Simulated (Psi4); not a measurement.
C2H6Zn (SMILES [CH3][Zn][CH3]), singlet, geometry from GFN2-xTB (such geometries of metal compounds can be far from the true shape). Base run: PBE0/6-31G** (Psi4).

The Psi4 input:
```
memory 2 GB

molecule {
0 1
Zn   -0.00000000    0.00000000   -0.00000000
C     1.58168783    0.22714311   -1.27171747
H     2.29051525   -0.59164379   -1.18304619
H     2.12813446    1.14546039   -1.07473949
H     1.26208980    0.26198332   -2.30967418
C    -1.58168783   -0.22714311    1.27171747
H    -2.12813446   -1.14546039    1.07473949
H    -2.29051525    0.59164379    1.18304619
H    -1.26208980   -0.26198332    2.30967418
}

set {
  basis 6-31g**
}

energy('pbe0')
print_variables()
```

Each row names what was changed in the base input (with any setting that the change needs).

```
change                                                             basis functions       E (Eh)                outcome
-----------------------------------------------------------------  ---------------  -----------  ---------------------
base                                                                            99  -1858.53769              converged
basis = cc-pVTZ-DK; relativity = none (with scf_type pk)                       212            -  cut at the time limit
basis = cc-pVDZ-DK; relativity = none (with scf_type pk)                       101  -1849.76909              converged
basis = cc-pVDZ-DK; relativity = spin-free X2C (with scf_type pk)              101  -1875.41179              converged
basis = cc-pVTZ-DK; relativity = spin-free X2C (with scf_type pk)              212            -  cut at the time limit
```

Absolute energies of different levels of theory aren't comparable as measures of quality.

Basis sets contracted for a relativistic Hamiltonian are a mismatch without it, so the rows without relativity aren't non-relativistic limits. No row has spin-orbit coupling; sets with core potentials leave out the core electrons.
